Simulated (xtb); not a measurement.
xtb job for Si(H)2(Me)(NHMe) (C2H9NSi), SMILES CN[SiH2]C, GFN2-xTB. 

```
$ xtb mol.xyz --gfn 2 --sp --chrg 0 --uhf 0 --json
$ cat mol.xyz
13

Si     0.55662042    -0.40421468     0.63831616
C      1.61338854     0.82224287    -0.34912074
N     -0.92465997    -0.62345246    -0.21257719
C     -1.77314334     0.45295861    -0.66837854
H      1.13829379    -1.74819151     0.66486761
H      0.43029439     0.11082896     2.01686922
H      1.24140296     1.83960742    -0.26502883
H      1.63710345     0.56384936    -1.40357094
H      2.63660869     0.82348531     0.01345849
H     -1.46962762    -1.43833883     0.02690585
H     -2.45337831     0.81559369     0.11138155
H     -1.14924150     1.28349453    -0.98910549
H     -2.37299320     0.12163513    -1.51916766
```

Log of the run:

```
[banner left out]
          |                Calculation Setup                |
           -------------------------------------------------



           -------------------------------------------------
          |                 G F N 2 - x T B                 |
           -------------------------------------------------

        Reference                      10.1021/acs.jctc.8b01176
      * Hamiltonian:
        H0-scaling (s, p, d)           1.850000    2.230000    2.230000
        zeta-weighting                 0.500000
      * Dispersion:
        s8                             2.700000
        a1                             0.520000
        a2                             5.000000
        s9                             5.000000
      * Repulsion:
        kExp                           1.500000    1.000000
        rExp                           1.000000
      * Coulomb:
        alpha                          2.000000
        third order                    shell-resolved
        anisotropic                    true
        a3                             3.000000
        a5                             4.000000
        cn-shift                       1.200000
        cn-exp                         4.000000
        max-rad                        5.000000


          ...................................................
          :                      SETUP                      :
          :.................................................:
          :  # basis functions                  31          :
          :  # atomic orbitals                  30          :
          :  # shells                           18          :
          :  # electrons                        26          :
          :  max. iterations                   250          :
          :  Hamiltonian                  GFN2-xTB          :
          :  restarted?                      false          :
          :  GBSA solvation                  false          :
          :  PC potential                    false          :
          :  electronic temp.          300.0000000     K    :
          :  accuracy                    1.0000000          :
          :  -> integral cutoff          0.2500000E+02      :
          :  -> integral neglect         0.1000000E-07      :
          :  -> SCF convergence          0.1000000E-05 Eh   :
          :  -> wf. convergence          0.1000000E-03 e    :
          :  Broyden damping             0.4000000          :
          :  net charge                          0          :
          :  unpaired electrons                  0          :
          ...................................................

 iter      E             dE          RMSdq      gap      omega  full diag
   1    -13.6461093 -0.136461E+02  0.477E+00    5.80       0.0  T
   2    -13.7041607 -0.580514E-01  0.272E+00    5.39       1.0  T
   3    -13.7052072 -0.104653E-02  0.197E+00    5.93       1.0  T
   4    -13.7074578 -0.225064E-02  0.809E-01    5.61       1.0  T
   5    -13.7077181 -0.260289E-03  0.400E-01    5.74       1.0  T
   6    -13.7079879 -0.269763E-03  0.835E-02    5.65       1.0  T
   7    -13.7079878  0.101242E-06  0.365E-02    5.66       1.0  T
   8    -13.7079918 -0.403713E-05  0.662E-03    5.66       4.2  T
   9    -13.7079918 -0.614248E-08  0.284E-03    5.66       9.8  T
  10    -13.7079919 -0.122544E-07  0.713E-04    5.66      38.9  T
  11    -13.7079919 -0.703333E-09  0.359E-04    5.66      77.3  T

   *** convergence criteria satisfied after 11 iterations ***

         #    Occupation            Energy/Eh            Energy/eV
      -------------------------------------------------------------
         1        2.0000           -0.7165458             -19.4982
       ...           ...                  ...                  ...
         7        2.0000           -0.4764919             -12.9660
         8        2.0000           -0.4587287             -12.4826
         9        2.0000           -0.4547014             -12.3731
        10        2.0000           -0.4307710             -11.7219
        11        2.0000           -0.4133863             -11.2488
        12        2.0000           -0.3965391             -10.7904
        13        2.0000           -0.3621359              -9.8542 (HOMO)
        14                         -0.1543027              -4.1988 (LUMO)
        15                         -0.1456679              -3.9638
        16                         -0.1255833              -3.4173
        17                         -0.0349659              -0.9515
        18                         -0.0131562              -0.3580
       ...                                ...                  ...
        30                          0.7263093              19.7639
      -------------------------------------------------------------
                  HL-Gap            0.2078332 Eh            5.6554 eV
             Fermi-level           -0.2582193 Eh           -7.0265 eV

 SCC (total)                   0 d,  0 h,  0 min,  0.006 sec
 SCC setup                      ...        0 min,  0.000 sec (  1.179%)
 Dispersion                     ...        0 min,  0.000 sec (  0.732%)
 classical contributions        ...        0 min,  0.000 sec (  0.389%)
 integral evaluation            ...        0 min,  0.001 sec ( 13.878%)
 iterations                     ...        0 min,  0.003 sec ( 48.952%)
 molecular gradient             ...        0 min,  0.002 sec ( 33.329%)
 printout                       ...        0 min,  0.000 sec (  1.394%)

         :::::::::::::::::::::::::::::::::::::::::::::::::::::
         ::                     SUMMARY                     ::
         :::::::::::::::::::::::::::::::::::::::::::::::::::::
         :: total energy             -13.529232338321 Eh    ::
         :: gradient norm              0.000205284407 Eh/a0 ::
         :: HOMO-LUMO gap              5.655429416599 eV    ::
         ::.................................................::
         :: SCC energy               -13.707980412762 Eh    ::
         :: -> isotropic ES            0.023142194487 Eh    ::
         :: -> anisotropic ES          0.007424243331 Eh    ::
         :: -> anisotropic XC          0.007121269171 Eh    ::
         :: -> dispersion             -0.006891031542 Eh    ::
         :: repulsion energy           0.178748074441 Eh    ::
         :: add. restraining           0.000000000000 Eh    ::
         :: total charge               0.000000000000 e     ::
         :::::::::::::::::::::::::::::::::::::::::::::::::::::

           -------------------------------------------------
          |                Property Printout                |
           -------------------------------------------------

    * Orbital Energies and Occupations

         #    Occupation            Energy/Eh            Energy/eV
      -------------------------------------------------------------
         1        2.0000           -0.7165458             -19.4982
         2        2.0000           -0.6167911             -16.7837
         3        2.0000           -0.5666929             -15.4205
         4        2.0000           -0.5493851             -14.9495
         5        2.0000           -0.5161045             -14.0439
         6        2.0000           -0.4944208             -13.4539
         7        2.0000           -0.4764919             -12.9660
         8        2.0000           -0.4587287             -12.4826
         9        2.0000           -0.4547014             -12.3731
        10        2.0000           -0.4307710             -11.7219
        11        2.0000           -0.4133863             -11.2488
        12        2.0000           -0.3965391             -10.7904
        13        2.0000           -0.3621359              -9.8542 (HOMO)
        14                         -0.1543027              -4.1988 (LUMO)
        15                         -0.1456679              -3.9638
        16                         -0.1255833              -3.4173
        17                         -0.0349659              -0.9515
        18                         -0.0131562              -0.3580
        19                          0.0814107               2.2153
        20                          0.1551096               4.2207
        21                          0.1634162               4.4468
        22                          0.2009492               5.4681
        23                          0.2137991               5.8178
        24                          0.2323249               6.3219
       ...                                ...                  ...
        30                          0.7263093              19.7639
      -------------------------------------------------------------
                  HL-Gap            0.2078332 Eh            5.6554 eV
             Fermi-level           -0.2582193 Eh           -7.0265 eV

     #   Z          covCN         q      C6AA      α(0)
     1  14 Si       3.556     0.468    99.700    19.224
     2   6 C        3.650    -0.195    24.719     7.141
     3   7 N        2.588    -0.326    28.406     7.916
     4   6 C        3.708    -0.022    21.116     6.568
     5   1 H        0.918    -0.108     5.840     3.780
     6   1 H        0.914    -0.097     5.464     3.656
     7   1 H        0.925     0.018     2.763     2.599
     8   1 H        0.925     0.027     2.631     2.536
     9   1 H        0.925     0.014     2.829     2.630
    10   1 H        0.861     0.135     1.509     1.924
    11   1 H        0.924     0.017     2.778     2.607
    12   1 H        0.925     0.038     2.478     2.462
    13   1 H        0.924     0.033     2.549     2.497

 Mol. C6AA /au·bohr⁶  :       1630.761361
 Mol. C8AA /au·bohr⁸  :      45741.600340
 Mol. α(0) /au        :         65.540261


Wiberg/Mayer (AO) data.
largest (>0.10) Wiberg bond orders for each atom

 ---------------------------------------------------------------------------
     #   Z sym  total        # sym  WBO       # sym  WBO       # sym  WBO
 ---------------------------------------------------------------------------
     1  14 Si   3.806 --     3 N    1.126     2 C    0.899     5 H    0.882
                             6 H    0.881
     2   6 C    3.977 --     9 H    0.997     7 H    0.992     8 H    0.990
                             1 Si   0.899
     3   7 N    3.252 --     1 Si   1.126     4 C    1.040    10 H    0.969
     4   6 C    3.985 --     3 N    1.040    12 H    0.990    13 H    0.982
                            11 H    0.980
     5   1 H    0.988 --     1 Si   0.882
     6   1 H    0.991 --     1 Si   0.881
     7   1 H    1.000 --     2 C    0.992
     8   1 H    0.999 --     2 C    0.990
     9   1 H    1.000 --     2 C    0.997
    10   1 H    0.982 --     3 N    0.969
    11   1 H    1.000 --     4 C    0.980
    12   1 H    0.999 --     4 C    0.990
    13   1 H    0.999 --     4 C    0.982
 ---------------------------------------------------------------------------

Topologies differ in total number of bonds
Writing topology from bond orders to xtbtopo.mol

molecular dipole:
                 x           y           z       tot (Debye)
 q only:       -0.257      -0.088       0.113
   full:       -0.360       0.117       0.005       0.961
molecular quadrupole (traceless):
                xx          xy          yy          xz          yz          zz
 q only:        0.224      -0.232       0.018       0.553      -0.456      -0.241
  q+dip:        0.717       1.188       0.082      -0.465       0.207      -0.799
   full:        1.808       1.109       0.057      -0.244      -0.723      -1.866


           -------------------------------------------------
          | TOTAL ENERGY              -13.529232338321 Eh   |
          | GRADIENT NORM               0.000205284407 Eh/α |
          | HOMO-LUMO GAP               5.655429416599 eV   |
           -------------------------------------------------
Note: The following floating-point exceptions are signalling: IEEE_UNDERFLOW_FLAG IEEE_DENORMAL
normal termination of xtb

------------------------------------------------------------------------
------------------------------------------------------------------------
 total:
 SCF:
```

Self-consistency was reached.

Cost: about 0.03 core-seconds (a rough figure).
